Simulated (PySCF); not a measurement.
Isomers of C7H14Ge. Method: TDDFT B3LYP/def2-SVPD, vertical, gas phase, core orbitals frozen in the response in PySCF 2.14.0, density-fitted response routines. Geometries: PBE0-D3(BJ)/def2-SVP; one conformer of each isolated species. Triplets are in the Tamm–Dancoff approximation. Relativistic effects are left out although some hold elements past zinc.

A. `C1C[CH]([GeH]2[CH2]C[CH2]2)C1`
B. `[GeH3][C@@H]1C[C@@H]1C1CCC1`
C. `CC(C)(C)CC#[C][GeH3]`
D. `C1CC([C@@H]2C[CH2][GeH2]2)C1`

Lowest singlet levels (six at most, fewer where fewer were computed) with oscillator strengths:

1. 193 nm (f 0.005); 188 nm (f 0.002); 182 nm (f 0.047); 181 nm (f 0.010); 180 nm (f 0.057); 174 nm (f 0.006); T1 6.17 eV
2. 210 nm (f 0.000); 204 nm (f 0.003); 203 nm (f 0.000); 191 nm (f 0.000); 190 nm (f 0.005); 177 nm (f 0.003); T1 4.97 eV
3. 197 nm (f 0.040); 190 nm (f 0.014); 186 nm (f 0.039); 180 nm (f 0.092); 178 nm (f 0.048); 177 nm (f 0.027); T1 5.70 eV
4. 179 nm (f 0.027); 174 nm (f 0.009); 170 nm (f 0.003); 168 nm (f 0.055); 165 nm (f 0.003); 164 nm (f 0.013); T1 6.83 eV

Problem. Match each spectrum to its molecule.

Solution. 1 = A, 2 = C, 3 = D, 4 = B.
- A: S1 at 6.42 eV, HOMO→LUMO (89%); Löwdin shares by element: HOMO carbon 43% or more, germanium 16% (atoms not listed hold the other 41%); LUMO germanium 19%, carbon 18% or more, hydrogen 7% or more (atoms not listed hold the other 56%); HOMO -7.06 and LUMO 0.29 eV.
- B: S1 at 6.94 eV, HOMO→LUMO (96%); Löwdin shares by element: HOMO carbon 64% or more (atoms not listed hold the other 36%); LUMO germanium 37%, hydrogen 26% or more (atoms not listed hold the other 36%); HOMO -7.52 and LUMO 0.20 eV.
- C: S1 at 5.91 eV, HOMO→LUMO+1 (46%), HOMO→LUMO (28%), HOMO-1→LUMO+2 (17%); Löwdin shares by element: HOMO (one of a set within 0.03 eV) carbon 81% or more, germanium 6%; LUMO germanium 28%, carbon 20% or more, hydrogen 10% or more (atoms not listed hold the other 43%); HOMO -7.29 and LUMO -0.01 eV.
- D: S1 at 6.31 eV, HOMO→LUMO (83%), HOMO-1→LUMO (12%); Löwdin shares by element: HOMO carbon 48% or more, germanium 20% (atoms not listed hold the other 31%); LUMO germanium 31%, hydrogen 20% or more, carbon 11% or more (atoms not listed hold the other 38%); HOMO -7.06 and LUMO 0.05 eV.
A and D have S1 within 0.12 eV of each other; their strongest listed levels stand at 6.89 eV (f 0.057) and 6.90 eV (f 0.092).
